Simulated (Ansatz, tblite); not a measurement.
Forces on the cluster Na₅O₃ at its r2SCAN-D4/def2-SVP geometry. The state is a doublet with charge 0.

The xTB rows come from tblite. The structure holds 1 bond(s) between oxygen atoms. Another isomer (doublet) lies 0.23 eV lower at PBE-D4/def2-TZVP; other spin states weren't run for this one.

GFN1-xTB (tblite), largest force 1.24 eV/Å:

```xyz
8
positions Å, forces eV/Å
Na    0.699    1.319    0.450    0.198    0.233   -0.072
Na    3.354   -1.608    0.377   -0.444    0.180   -0.197
Na   -0.513   -1.088    0.993   -0.070   -0.302    0.044
Na    0.542   -0.645   -1.663    0.267   -0.164   -0.118
Na   -3.020    1.399   -0.544    0.693   -0.303    0.204
O     1.510   -0.701    0.265    0.253   -0.074    0.236
O    -1.432    0.898    0.787   -0.244   -0.103   -1.008
O    -1.141    0.425   -0.666   -0.655    0.535    0.912
```

GFN2-xTB (tblite), largest force 0.69 eV/Å:

```
Na -0.015 0.241 -0.036
Na -0.292 0.131 -0.074
Na -0.200 -0.130 0.043
Na 0.127 -0.078 -0.049
Na 0.608 -0.259 0.213
O 0.186 -0.088 0.021
O -0.131 0.008 -0.262
O -0.283 0.175 0.144
```

PBE-D4/def2-TZVP (Ansatz), largest force 0.30 eV/Å:

```
Na 0.156 0.176 0.055
Na 0.086 -0.040 0.014
Na -0.032 -0.196 0.136
Na 0.067 -0.064 -0.124
Na -0.189 0.084 -0.050
O 0.098 -0.046 0.007
O -0.091 0.102 0.248
O -0.095 -0.016 -0.286
```
